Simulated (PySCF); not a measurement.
# CuCl + HF → CuF + HCl

Level: PBE0 in the def2-TZVP basis family, all electrons, no relativity, computed in PySCF with density fitting; open shells unrestricted.

```
species          state and structure       E (Eh)  ZPE (kJ/mol)  H(298 K) − H(0) (kJ/mol)  S° (J/(mol K))
   CuCl  singlet, C∞v, Cu–Cl 2.076 Å  -2100.37362           2.4                       9.5           237.3
     HF    singlet, C∞v, H–F 0.920 Å   -100.39188          24.9                       8.7           173.6
    CuF   singlet, C∞v, Cu–F 1.765 Å  -1740.06194           3.6                       9.1           226.6
    HCl   singlet, C∞v, H–Cl 1.279 Å   -460.66440          17.9                       8.7           186.6
```

(1) What is the electronic reaction energy?

(2) Add zero-point, thermal and entropy terms for 298.15 K and 1 bar.

Answers

(1) At PBE0/def2-TZVP, ΔE = 102.8 kJ/mol from the differences of the total energies times 2625.5, uphill. Ligand exchange with HF takes part in thermal etching.

(2) ΔZPE = -5.8 and Δ[H(298) − H(0)] = -0.4 kJ/mol give ΔH° = 96.6 kJ/mol. ΔS° = 2.3 J/(mol K), so ΔG° = 96.6 − 298.15 × (0.0023) = 96 kJ/mol and log₁₀K = -16.8.

Only the bonding shown was studied: isomers, or loss of a ligand pair, can lie lower.
